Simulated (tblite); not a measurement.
Problem. What does the GFN2-xTB structure of `C=C[C](C)[C@H]1O/C1=C/Cl` [radical] look like in three dimensions? (Doublet state.)

Solution. 
```xyz
17
C7H8ClO angstrom
C     -2.620   -0.946   -0.551
C     -1.334   -0.628   -0.864
C     -0.453    0.121   -0.085
C     -0.811    0.720    1.231
C      0.924    0.289   -0.551
O      1.615    1.540   -0.271
C      2.031    0.445    0.376
C      2.884    0.047    1.285
Cl     2.936   -1.607    1.786
H     -3.083   -0.637    0.367
H     -3.221   -1.529   -1.225
H     -0.945   -0.994   -1.807
H     -0.204    1.605    1.420
H     -0.623    0.007    2.039
H     -1.860    0.998    1.264
H      1.154   -0.111   -1.535
H      3.603    0.692    1.761
```

Orientation and origin are arbitrary. Atoms count from 1 in this order. C7 (carbon bonded to 2 C and O) has angles 155.2°, 142.0° and 62.8°. The C–O distances run from 1.338 Å (O6–C7, drawn single) to 1.456 Å (C5–O6, drawn single), a spread of 0.118 Å. C1 (carbon bonded to C and 2 H) is planar (angles 122.4°, 120.7° and 116.8°, sum 360.0°, 0.00 Å off the plane of its three neighbours). The 3-membered ring C5–O6–C7 has internal angles of 54.8° to 62.8°.

Bonds between heavy atoms (Å): C1=C2 1.361, C2–C3 1.394, C3–C4 1.490, C3–C5 1.464, C5–O6 1.456, O6–C7 1.338, C7=C8 1.308, C8–Cl9 1.729, C5–C7 1.453.

Structure optimised with GFN2-xTB, isolated species. This method treats the open shell by occupation alone, without spin polarisation.

Point group: C1 (no symmetry element, even within 0.4 Å). Its GFN2-xTB frequencies are all real (lowest 37 cm⁻¹). Torsions: C1–C2–C3–C4 -1°, C2–C3–C5–O6 146°.

One conformer stands for the species.

The numbers are calculated, not measured.
